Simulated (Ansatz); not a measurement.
Molecule: AgF, charge 1, multiplicity 2. SMILES of the parent species: [F][Ag]

Atoms: Ag1, F2. Bonds: Ag1-F2.

Bond lengths (Å) and angles (degrees) optimised at HF/3-21G with Ansatz (a first-principles code); PBE/6-31G* with LANL2DZ past Ar with Ansatz; B3LYP/6-31G* with LANL2DZ past Ar with Ansatz, each started from the B3LYP-D3(BJ)/def2-TZVP structure (Ansatz) of the last column. A row stands for all coordinates that are equal there. 6-31G* holds six Cartesian d functions.

```json
[
 {"coordinate": "Ag1-F2", "HF/3-21G": "2.507", "PBE/6-31G* with LANL2DZ past Ar": "2.016", "B3LYP/6-31G* with LANL2DZ past Ar": "2.380", "B3LYP-D3(BJ)/def2-TZVP": "1.971"}
]
```

Mean signed difference of all 1 bond lengths from B3LYP-D3(BJ)/def2-TZVP: HF/3-21G 0.536 Å, PBE/6-31G* with LANL2DZ past Ar 0.045 Å, B3LYP/6-31G* with LANL2DZ past Ar 0.409 Å.
